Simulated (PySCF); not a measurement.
## Bond curve of MgZn

Set-up: PySCF, no relativity, basis sets Mg def2-SVP, Zn def2-SVP. Energies in eV from Mg + Zn in their ground configurations at the same level. All curves are PBE0. state 1: ¹Σ⁺ (singlet), closed shell; state 2: triplet, unpaired electrons σ ↑, π ↑, a second solution, started from another occupation.

| R (Å) | state 1 | state 2 |
| --- | --- | --- |
| 2.858 | -0.0490 | 1.7123 |
| 2.991 | -0.0964 | 1.8004 |
| 3.124 | -0.1206 | 1.8936 |
| 3.223 | -0.1286 | 1.9621 |
| 3.323 | -0.1306 | 2.0272 |
| 3.423 | -0.1284 | 2.0877 |
| 3.556 | -0.1212 | 2.1603 |
| 3.722 | -0.1081 | 2.2378 |
| 3.921 | -0.0900 | 2.3124 |
| 4.187 | -0.0664 | 2.3854 |

Problem. Put a parabola through the three lowest points of the state 1 curve and estimate Re, k and ωe (reduced mass 17.44 u; 1 eV/Å² = 0.16022 mdyn/Å; ωe = 1302.8·√(k/μ) cm⁻¹).

Solution. Through R = 3.223, 3.323, 3.423 Å the second-order coefficient is 0.210 eV/Å², so Re ≈ 3.321 Å, k ≈ 0.0673 mdyn/Å and ωe ≈ 81 cm⁻¹. A polynomial fit of higher order to the unrounded PBE0 energies gives Re = 3.315 Å, k = 0.0690 mdyn/Å, ωe = 81.9 cm⁻¹; anharmonicity and rounding make the difference.

The higher-order fit for each curve: state 1: Re = 3.315 Å, ωe = 81.9 cm⁻¹, De = 0.131 eV. State 2 gave no clean fit.

Closed-shell solutions of metal pairs were not tested for spin polarisation, which can lower them a little. The bond is weak. Basis-set superposition, not corrected here, can be much of De in a small basis, most of all at correlated wavefunction levels. Functionals without a dispersion term scatter widely for such bonds, and LDA overbinds them.
